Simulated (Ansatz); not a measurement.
This geometry of a periodic cell of 33 atoms, Al (host Al, host structure fcc, interstitial Al) is a first-order saddle point.

Theory: DFT PBE, scalar-relativistic, plane waves, PAW in Ansatz 0.2.0. Settings: cutoff 420 eV, k mesh 3x3x3, fermi-dirac smearing 0.1 eV, no spin polarisation.

```xyz
33
Lattice="8.1000 0.0000 0.0000 0.0000 8.1000 0.0000 0.0000 0.0000 8.1000" Properties=species:S:1:pos:R:3
Al 4.087 -0.008 0.028
Al 6.075 2.007 0.040
Al 6.075 0.088 2.021
Al -0.036 -0.008 0.028
Al 2.025 2.172 0.206
Al 4.042 4.060 0.008
Al 6.075 6.075 -0.013
Al 2.025 -0.234 1.830
Al 4.044 1.973 2.094
Al 6.075 3.953 1.989
Al 4.207 -0.104 4.082
Al 6.075 1.953 4.111
Al 6.075 0.008 6.142
Al 0.008 4.060 0.008
Al 2.025 6.040 -0.735
Al 0.007 1.973 2.094
Al 2.025 5.136 1.496
Al 4.310 6.113 2.063
Al -0.157 -0.104 4.082
Al 2.025 1.231 4.077
Al 4.308 4.029 4.147
Al 6.075 6.042 4.078
Al 2.025 0.219 6.355
Al 4.086 1.994 6.126
Al 6.075 3.986 6.222
Al -0.260 6.113 2.063
Al -0.257 4.029 4.147
Al 2.025 6.142 4.178
Al -0.036 1.994 6.126
Al 2.025 3.794 5.898
Al 4.207 6.047 6.030
Al -0.156 6.047 6.030
Al 2.025 3.457 3.163
```

Task: Which two structures does it join? (They come from a converged band through this point; their orientation in space is the band's.)

Result: The atom that moves furthest is Al33, by 2.95 Å; four of its nearest neighbours are Al21 2.46, Al30 2.47, Al28 2.47, Al20 2.52 Å at the first end and Al17 2.44, Al5 2.46, Al16 2.48, Al9 2.50 Å at the last.

Image 0:

```xyz
33
Lattice="8.1000 0.0000 0.0000 0.0000 8.1000 0.0000 0.0000 0.0000 8.1000" Properties=species:S:1:pos:R:3
Al 4.081 -0.016 -0.017
Al 6.055 1.979 -0.017
Al 6.055 -0.017 1.979
Al -0.047 -0.017 -0.017
Al 2.030 1.896 0.018
Al 4.154 4.053 0.019
Al 6.055 6.107 -0.017
Al 2.030 0.018 1.896
Al 4.043 2.040 2.040
Al 6.099 4.053 1.895
Al 4.154 0.018 4.053
Al 6.099 1.895 4.053
Al 6.055 -0.017 6.107
Al -0.130 4.053 0.018
Al 2.030 6.181 0.019
Al -0.017 2.007 2.007
Al 1.989 4.021 1.640
Al 4.015 6.038 2.070
Al -0.130 0.018 4.053
Al 1.989 1.639 4.021
Al 4.609 4.022 4.021
Al 6.099 6.183 4.053
Al 2.030 0.018 6.181
Al 4.015 2.070 6.038
Al 6.099 4.053 6.183
Al 0.009 6.073 2.033
Al -0.367 4.022 4.021
Al 1.990 6.609 4.021
Al 0.010 2.033 6.073
Al 1.990 4.021 6.611
Al 3.985 6.008 6.008
Al 0.039 6.046 6.046
Al 2.157 4.153 4.154
```

Image 6:

```xyz
33
Lattice="8.1000 0.0000 0.0000 0.0000 8.1000 0.0000 0.0000 0.0000 8.1000" Properties=species:S:1:pos:R:3
Al 4.046 0.009 -0.002
Al 6.067 2.032 -0.103
Al 6.067 -0.132 2.021
Al 0.011 0.021 0.008
Al 2.036 1.968 -0.530
Al 3.986 4.000 0.055
Al 6.081 6.043 -0.034
Al 2.036 -0.311 2.052
Al 4.469 1.967 2.054
Al 6.067 4.139 2.021
Al 4.072 -0.019 4.071
Al 6.068 2.032 4.173
Al 6.081 -0.051 6.091
Al 0.070 3.989 0.066
Al 2.023 6.114 -0.114
Al -0.479 1.968 2.053
Al 2.036 4.668 2.052
Al 4.178 6.112 2.021
Al -0.015 -0.008 4.060
Al 2.036 1.968 4.426
Al 4.017 4.028 4.014
Al 6.081 6.042 4.095
Al 2.023 -0.134 6.056
Al 4.170 2.032 6.056
Al 6.081 4.075 6.090
Al -0.120 6.113 2.021
Al 0.041 4.017 4.002
Al 2.023 6.112 4.183
Al -0.112 2.032 6.055
Al 2.023 4.142 6.055
Al 4.092 6.042 6.091
Al -0.038 6.042 6.090
Al 1.984 2.237 1.919
```

Task: How far does it lie above each of them?

Result: 0.55 eV above the first and 0.55 eV above the second. This is the barrier of this one path; another mechanism may lie lower. Limits of this set-up: coarse k mesh, a small cell, in which the defect meets its images, a typed lattice constant that wasn't relaxed here.

Run time: 18 min on 4 threads of Intel(R) Xeon(R) 6975P-C (Granite Rapids), with other jobs on the host, peak memory 4.5 GiB.
